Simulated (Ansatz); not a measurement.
H8N2O2Si2 can be A, `N[SiH2]O[SiH](N)O`, or B, `N[SiH2][Si](N)(O)O`.

Calculated with Ansatz (gas phase, PBE0-D4/def2-TZVP geometries, no zero-point term in ΔE). CCSD(T)/CBS adds triple-zeta CCSD(T) − MP2 to the extrapolated MP2 energy (def2 sets, frozen cores). DFT in def2-TZVPP. B3LYP here is the variant with VWN-RPA as its local correlation; programs differ in this. One conformer a species, not always the lowest.

A:

Z-matrix (Å, degrees):
```
Si
O 1 1.637
N 1 1.728 2 109.6
H 1 1.486 2 107.2 3 123.1
H 1 1.483 2 110.3 3 -116.6
Si 2 1.641 1 128.9 3 -8.2
H 3 1.009 1 118.8 2 81.2
H 3 1.008 1 118.2 2 -139.8
N 6 1.718 2 105.7 1 -67.9
O 6 1.634 2 112.6 1 50.3
H 6 1.477 2 107.5 1 167.3
H 9 1.009 6 118.3 2 167.9
H 9 1.009 6 119.1 2 -53.2
H 10 0.966 6 111.4 2 -46.1
```

B:

Z-matrix (Å, degrees):
```
Si
Si 1 2.337
N 1 1.730 2 104.6
H 1 1.491 2 111.2 3 116.2
H 1 1.497 2 111.5 3 -125.7
O 2 1.644 1 107.4 3 165.9
N 2 1.723 1 119.2 3 -73.4
O 2 1.650 1 103.0 3 43.4
H 3 1.009 1 116.9 2 -46.2
H 3 1.008 1 120.0 2 175.4
H 6 0.960 2 116.9 1 169.4
H 7 1.009 2 118.5 1 -72.7
H 7 1.009 2 118.2 1 64.2
H 8 0.960 2 116.8 1 -166.3
```

(1) Which is lower in electronic energy at CCSD(T)/CBS, and by how much? (Estimate.)

(2) Give E(B) − E(A) in kJ/mol with B3LYP-D4, CCSD/def2-TZVPP, CCSD(T)/def2-TZVPP, PBE-D4, r2SCAN-D4, MP2/def2-TZVPP, PBE0-D4. (Best estimate.)

Largest T1 diagnostic: 0.012.

Results:

(1) Computed: A, by 146.2 kJ/mol.

(2) Ansatz gave: B3LYP-D4 143.5, CCSD/def2-TZVPP 149.9, CCSD(T)/def2-TZVPP 147.8, PBE-D4 120.3, r2SCAN-D4 142.7, MP2/def2-TZVPP 154.0, PBE0-D4 130.2. None reverses the order clearly.

From PBE to PBE0 (25 % exact exchange), in def2-TZVPP and without D4, E(B) − E(A) moves by +10.1 kJ/mol. In def2-TZVPP, CCSD(T) changes the Hartree–Fock value by −17.9 kJ/mol (the triples alone add −2.1 kJ/mol) and MP2 by −11.6 kJ/mol.
